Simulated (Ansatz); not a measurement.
**Question.** Name a neutral molecule of B, F, O, Si and H with size of the dipole moment (ωB97M-V/def2-TZVPP) between 2.00 and 2.30 D and LUMO energy (B3LYP/def2-TZVPP) between -2.00 and -1.70 eV (Ansatz, PBE0-D4/def2-TZVP geometry).

**Answer.** `OBB(F)[SiH3]` (2.21 D, -1.86 eV). Other molecules can fit too; these were computed, each in one conformer that needn't be the lowest.

B3LYP here is the variant with VWN-RPA as its local correlation; programs differ in this.
